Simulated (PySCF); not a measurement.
Species: C7H11NOSi.
Structure used (PBE0-D3(BJ)/def2-SVP), in Å, numbered top down from 1:
```xyz
21
C7H11NOSi angstrom
C      3.211   -0.887   -0.012
C      3.383    0.339   -0.710
C      2.129    0.763   -1.094
N      1.208   -0.153   -0.660
C     -0.218   -0.059   -0.873
C     -0.760   -1.207   -1.746
O     -2.166   -1.199   -1.685
Si    -2.755   -0.526   -0.257
C     -1.064   -0.016    0.410
C      1.859   -1.161    0.002
H      3.989   -1.503    0.433
H      4.320    0.855   -0.909
H      1.813    1.648   -1.644
H     -0.382    0.880   -1.425
H     -0.435   -1.086   -2.792
H     -0.356   -2.171   -1.384
H     -3.467   -1.532    0.583
H     -3.684    0.602   -0.559
H     -0.705   -0.773    1.127
H     -1.010    0.962    0.907
H      1.316   -1.998    0.436
```

Computed at PBE0/pcSseg-1 (PySCF, non-relativistic), with Q(14N) = 0.02044 b, Q(17O) = −0.0256 b: N4, 14N (I = 1): χzz = -3.071 MHz, η = 0.228; O7, 17O (I = 5/2): χzz = -10.33 MHz, η = 0.486.

**Question.** Find the zero-field quadrupole resonance frequencies of 14N at N4.

**Answer.** From ν± = (3/4)|χ|(1 ± η/3) and ν0 = |χ|η/2: ν+ 2.479 MHz, ν− 2.129 MHz, ν0 0.350 MHz (pyrrole-type nitrogen).

**Question.** Find the zero-field quadrupole resonance frequencies of 17O at O7.

**Answer.** From the eigenvalues of H = χ/[4I(2I − 1)] × [3Iz² − I(I + 1) + η(Ix² − Iy²)], steps between neighbouring levels, labelled as for η = 0: ±1/2↔±3/2 1.905 MHz, ±3/2↔±5/2 2.974 MHz (silyl ether oxygen).

In a crystal, neighbours and librations shift these lines. One conformer (not necessarily the lowest) at the PBE0-D3(BJ)/def2-SVP geometry, without solvent, vibrations or thermal averaging. The basis is small and wasn't made for field gradients, so the couplings can be 20 % off.
